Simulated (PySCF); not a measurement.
BeBrCl, singlet, at a GFN2-xTB geometry (such geometries of metal compounds can be far from the true shape). Base run: PBE0/6-31G, polarisability in PySCF.

Input for PySCF:
```python
from pyscf import gto, scf, dft
from pyscf.prop import polarizability

mol = gto.M(
    atom='''
Be   -0.000000   -0.000000   -0.682519
Cl   -0.000000   -0.000000   -2.439039
Br    0.000000    0.000000    1.262678
''',
    basis='6-31g',
    charge=0,
    spin=0,
    verbose=4,
)

mf = dft.RKS(mol)
mf.xc = 'pbe0'
mf.kernel()
alpha = mf.Polarizability().polarizability()[2, 2]
print('alpha_zz =', alpha)
```

Variants of this job, named by their change:

| change | alpha_zz (bohr³) | basis functions |
|---|---|---|
| base | 58.63 | 49 |
| finite field (a.u.) = 0.001; conv_tol = 1e-6 | 58.67 | 49 |
| finite field (a.u.) = 0.05; conv_tol = 1e-11 | 59.02 | 49 |
| basis = aug-cc-pVDZ | … | … |
| basis = 6-31G* | 57.03 | 64 |
| finite field (a.u.) = 0.005; conv_tol = 1e-11 | 58.63 | 49 |
| finite field (a.u.) = 2e-4; conv_tol = 1e-6 | 54.89 | 49 |
| basis = def2-SVPD | 64.11 | 80 |
| basis = cc-pVTZ | 59.95 | 107 |
| basis = def2-SVP | 54.57 | 59 |
| functional = lda,vwn | … | 49 |
| basis = def2-TZVP | 59.71 | 104 |

What belongs in the gaps?


- basis = aug-cc-pVDZ, alpha_zz (bohr³): 63.28
- basis = aug-cc-pVDZ, basis functions: 86
- functional = lda,vwn, alpha_zz (bohr³): 62.43

Finite-field rows take the second difference of the energy in a field along z; a small field with loose convergence shows SCF noise divided by the square of the field, and a large one adds hyperpolarisability.
